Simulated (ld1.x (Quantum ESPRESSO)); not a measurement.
## Pb: variants of one TM potential

Base potential:

- Element: Pb (Z = 82)
- Generator: ld1.x (Quantum ESPRESSO) 7.5
- Type: norm-conserving Troullier–Martins (Kleinman–Bylander form)
- Functional: PBEsol
- Relativity: scalar-relativistic
- Frozen core: [Xe] 4f14
- Valence charge: 14
- Reference configuration: 5d10 6s1.5 6p2.5
- Partial waves: 6s (bound): rc 1.85 bohr; 6p (bound): rc 1.95 bohr; 5d (bound): rc 1.10 bohr
- Local potential: the d channel
- Core correction: none

All-electron outer shells of the reference configuration (PBEsol, scalar-relativistic, ld1.x):

| shell | level (eV) | outermost node (bohr) | outermost maximum (bohr) |
| --- | --- | --- | --- |
| 4f | -133.87 | – | 0.35 |
| 5p | -86.74 | 0.49 | 0.88 |
| 5d | -22.03 | 0.52 | 1.07 |
| 6s | -12.67 | 1.01 | 1.95 |
| 6p | -3.89 | 1.18 | 2.60 |

Cutoffs, loose and tight: the cutoffs (Ry, on a coarse ladder) from which the occupation-weighted sum of valence levels, in a spherical-Bessel basis at the reference potential, stays within 10 and 1 mRy of its value at 400 Ry. They do not see the model core or the augmentation charge, which bear on the density cutoff. Test errors are all-electron minus pseudo excitation energies from the reference, over the configurations 5d10 6s2 6p2; 5d10 6s2 6p1; 5d10 6s2 6p0; 5d10 6s0 6p4; 5d10 6s2 6p1.5; 5d10 6s1 6p3; 5d10 6s1 6p0. A dash means not determined; rows that change the core or the reference have their own tests.

A true bound ghost makes a file unfit for plane-wave use even where its test errors are small: the radial tests pick states by their node count and pass the ghost by.

```csv
change,outcome,"cutoff, loose","cutoff, tight",bound ghosts,largest test error (meV)
base,generated,80 Ry,140 Ry,"s, p",-20
wave 6s (bound): rc 1.85 bohr becomes 6s (bound): rc 1.24 bohr,generated,230 Ry,over 300 Ry,"s, p",+262
wave 6s (bound): rc 1.85 bohr becomes 6s (bound): rc 1.58 bohr,generated,80 Ry,140 Ry,"s, p",-21
wave 6s (bound): rc 1.85 bohr becomes 6s (bound): rc 1.86 bohr,generated,80 Ry,140 Ry,"s, p",-20
wave 6s (bound): rc 1.85 bohr becomes 6s (bound): rc 2.20 bohr,generated,80 Ry,140 Ry,"s, p",-20
```

**Question.** What comes out with this change to the base: wave 6s (bound): rc 1.85 bohr becomes 6s (bound): rc 2.80 bohr?

**Answer.** outcome: generated; cutoff, loose: 80 Ry; cutoff, tight: 140 Ry; bound ghosts: s, p; largest test error (meV): -60.

**Question.** What comes out with this change to the base: wave 6s (bound): rc 1.85 bohr becomes 6s (bound): rc 2.50 bohr?

**Answer.** outcome: generated; cutoff, loose: 80 Ry; cutoff, tight: 140 Ry; bound ghosts: s, p; largest test error (meV): -33.

Reading the sweep of the s radius (base included, trends over the rows without a ghost): Bound ghosts are found at 1.24, 1.58, 1.85, 1.86, 2.2, 2.5, 2.8 bohr. Every judged row has one, so this setting neither creates nor removes them.
